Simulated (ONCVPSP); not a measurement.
# Plane-wave convergence, ONCV potential for palladium (Pd)

palladium (Pd), optimised norm-conserving Vanderbilt (ONCV), made with ONCVPSP 4.0.1 (PBE, non-relativistic). Core [Ar] 3d10, reference 4s2 4p6 4d10. Waves: 4s: rc 1.50 bohr, ncon 4, nbas 7, qcut 7.3 1/bohr, 2 projectors, debl 3.2 Ha; 4p: rc 1.75 bohr, ncon 3, nbas 6, qcut 6.4 1/bohr, 2 projectors, debl 2.7 Ha; 4d: rc 1.25 bohr, ncon 5, nbas 8, qcut 7.3 1/bohr, 1 projector; f scattering state at 0.17 Ha: rc 1.80 bohr, ncon 4, nbas 8, qcut 6 1/bohr, 3 projectors, debl 0.9 Ha. Local part: polynomial inside 0.95 bohr (lpopt 3, dvloc0 0 Ha). Core correction: polynomial model core, fcfact 0.3.

Problem. For each optimised wave give the share of its norm inside rc, the residual kinetic energy above qcut (Ha) and the cutoffs (Ha) for errors of 10, 1, 0.1 and 0.01 mHa per electron.

Solution.

| wave | norm inside rc | residual KE | 10 mHa | 1 mHa | 0.1 mHa | 0.01 mHa |
| --- | --- | --- | --- | --- | --- | --- |
| 4s | 0.928 | 7.4e-05 | 17.0 | 21.9 | 26.5 | 54.7 |
| s projector 2 | 0.026 | 3.1e-05 | 9.1 | 18.8 | 24.1 | 38.2 |
| 4p | 0.947 | 1.7e-05 | 13.0 | 16.1 | 18.7 | 23.9 |
| p projector 2 | 0.067 | 4.7e-06 | 10.5 | 14.3 | 17.3 | 19.8 |
| 4d | 0.412 | 3.7e-03 | 23.4 | 32.7 | 111.5 | 137.4 |
| f projector 1 | 0.000 | 5.1e-07 | 0.3 | 0.6 | 2.9 | 10.5 |
| f projector 2 | 0.081 | 1.4e-03 | 13.0 | 18.8 | 32.9 | 59.9 |
| f projector 3 | 0.209 | 1.8e-02 | 19.4 | 32.0 | 106.8 | 129.4 |

The occupied waves need 33 Ha and 111 Ha for 1 and 0.1 mHa. Rows with under 1 % of the norm inside rc give no meaningful cutoff. Note: ghosts flagged at negative energy: f at -919.4 eV; GHOST(+) flagged for s at 211.2 eV. A true bound ghost makes a file unfit for plane-wave use. 1 of 4 tests not solved or not reliable.
